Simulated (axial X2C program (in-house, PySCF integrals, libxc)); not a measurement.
## AlTi at several levels of theory

Calculated with an in-house all-electron X2C program for linear molecules (integrals from PySCF). Spin-free means the one-electron spin-free X2C Hamiltonian; two-component (2c) means X2C with spin–orbit coupling and atomic mean-field two-electron Coulomb and Gaunt terms, so the difference of the two also holds small scalar two-electron terms. Basis: Ti dyall-cv3z [10s10p6d4f2g], Al dyall-v3z [8s8p2d1f] (cores contracted in-house); Gaussian nuclei, density fitting, unrestricted open shells. Masses: Ti 47.948 u, Al 26.982 u.

The run was started with this input:
```json
{"zs": [22, 13], "q": 0, "bas": ["dyall-cv3z", "dyall-v3z"], "levels": ["PBE0", "HF", "BHandHLYP"], "cc": true, "r0": 2.62, "thr": -2.0, "nmax": 90, "npts": 10, "nst": 2, "ntry": 6}
```
```bash
python so2c.py task.json out
```

Keys: zs atomic numbers; q charge; bas basis sets; levels methods; cc coupled cluster on or off; r0 starting distance in Å; thr threshold in hartree for freezing inner shells (an s shell follows its p shell); nmax most natural virtual spinors; npts points on the curve; nst determinants followed; ntry starts of the search. HF also brings MP2.

State, spin-free: M_S = 5/2, Λ = 2 (beyond evenly filled blocks: 2 × σα, π+α, π-α, δ+α); electrons by block: σα: 11, σβ: 9, π+α: 4, π+β: 3, π-α: 4, π-β: 3, δ+α: 1. Fragments: Ti + Al.

State, 2c: Ω = 1/2 (⟨Sz⟩ = 2.50, ⟨Lz⟩ = -2.00 at PBE0); electrons by block: 1/2: 14, -1/2: 13, 3/2: 4, -3/2: 4. Fragments: Ti + Al.

| Hamiltonian | level | Re (Å) | ωe (cm⁻¹) | ωexe (cm⁻¹) | Be (cm⁻¹) | αe (cm⁻¹) | k (mdyn/Å) | μ (D) |
| --- | --- | --- | --- | --- | --- | --- | --- | --- |
| spin-free | PBE0 | 2.490 | 329.2 | 1.31 | 0.1575 | 0.000828 | 1.1 | -2.96 |
| spin-free | HF | 2.641 | 270.6 | 1.26 | 0.14 | 0.000819 | 0.745 | -2.88 |
| spin-free | MP2 | 2.439 | 345.4 | 1.71 | 0.1642 | 0.00112 | 1.21 | n/a |
| spin-free | CCSD | 2.469 | 345.8 | 1.78 | 0.1602 | 0.000964 | 1.22 | n/a |
| spin-free | CCSD(T) | 2.460 | 358.5 | 1.75 | 0.1613 | 0.000891 | 1.31 | n/a |
| 2c | PBE0 | 2.490 | 329.0 | n/a | 0.1574 | 0.000828 | 1.1 | -2.96 |

Correlated methods: 15 electrons correlated (number of frozen shells: Ti 2 s, 1 p; Al 2 s, 1 p), 253 virtual spin orbitals or spinors in MP2, 90 natural virtuals in coupled cluster.

Dipoles are positive if Al is the positive end.

Occupations by symmetry block were frozen at the best pattern of an incomplete PBE0 search. De is not given where an atomic determinant may have missed its ground term or J level, or where the truncated virtual space spoils (T). Density functionals use the spin component along the axis (collinear). Coupled cluster ran in a truncated set of natural virtual spinors; the MP2 energy of the rest was added. (T) has no such correction and the atoms are truncated less, which lowers De at CCSD(T) by a hundredth of an eV or more. Other states lie close and PBE0, whose exact exchange favours high spin, may order them wrongly; the determinant shown need not be the ground state. The nearest other spin-free determinant of the search, M_S = 3/2, Λ = 2, lies 0.22 eV up at the distance of the search. The functionals have no current-density term, which raises determinants with orbital currents, atoms included. Where the spin of this state cannot come from the lowest atoms of a level, the curve heads to a higher limit and no De is given. With several unpaired electrons one determinant need not be a pure state. The T1 diagnostic is large, a sign of multireference character.

No reliable constants came from BHandHLYP (2c), BHandHLYP (spin-free), CCSD (2c), CCSD(T) (2c), HF (2c), MP2 (2c): no minimum in range, unconverged points, a curve that is not smooth, a change of character along it, or the two Hamiltonians disagreeing along it.

Rough cost a point (2c) on 1 thread(s) of a shared host, integrals apart: PBE0 0.6 s.

The whole task took 3.9 min on 1 thread of Arm Neoverse V2 (shared host).
